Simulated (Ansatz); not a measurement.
`C[B](F)[SbH][Cl]` + H₂O → `CB(O)F` + `[Cl][SbH2]` at 500 K and 1 bar (formal hydrolysis of a B–Sb bond).

Isolated molecules relaxed with PBE0-D4/def2-TZVP in Ansatz; ΔE leaves out vibrations. CBS: MP2 limit from def2 TZ/QZ plus the TZ coupled-cluster correction, frozen cores. This one scheme is used for every species. def2 core potentials past Kr. For Sb outer-core shells are correlated without core-valence functions, which leaves a few kJ/mol of doubt a bond. One conformer a species, not always the lowest.

| species | CCSD(T)/CBS energy (Eh) | H − E (kJ/mol) | S (J/(mol·K)) |
| --- | --- | --- | --- |
| `C[B](F)[SbH][Cl]` | -864.93191 | 181.9 | 452.5 |
| H₂O | -76.37941 | 73.2 | 206.3 |
| `CB(O)F` | -240.35473 | 187.4 | 340.3 |
| `[Cl][SbH2]` | -701.00845 | 61.2 | 307.5 |

H − E and S are ideal-gas, rigid-rotor, harmonic terms from PBE0-D4/def2-TZVP, for one conformer and one mirror image of each species. 1 Eh = 2625.50 kJ/mol, R = 8.31446 J/(mol·K).

Question: By hand: ΔE, ΔH, ΔS and ΔG.

Answer: ΔE = (-240.35473) + (-701.00845) − (-864.93191) − (-76.37941) = -0.05186 Eh = -136.2 kJ/mol. Δ(H − E) = 187.4 + 61.2 − 181.9 − 73.2 = -6.5, so ΔH = -142.7 kJ/mol. ΔS = 340.3 + 307.5 − 452.5 − 206.3 = -11.0 J/(mol·K). ΔG = -142.7 − 500 × (-11.0)/1000 = -137.2 kJ/mol.

Question: By hand: the equilibrium constant, and the temperature at which ΔG would vanish if ΔH and ΔS stayed fixed.

Answer: log₁₀ K = −ΔG/(RT ln 10) = 14.3. ΔG = 0 at ΔH/ΔS = 12973 K, far beyond where these terms or the molecules hold.

The number of gas molecules stays the same, so ΔS is small and ΔH decides. A doubt of 5 kJ/mol in ΔE shifts log₁₀ K by 0.5 here. Other conformers and mirror images would add mixing entropy, several J/(mol·K) or more a flexible species. Modes under 60 cm⁻¹, often nearly free rotors, make the harmonic entropy too high. These are equilibria of isolated gas molecules and say nothing of rates. Largest T1 diagnostic: 0.013 (customary marks: 0.02 for closed shells, 0.045 for open ones).
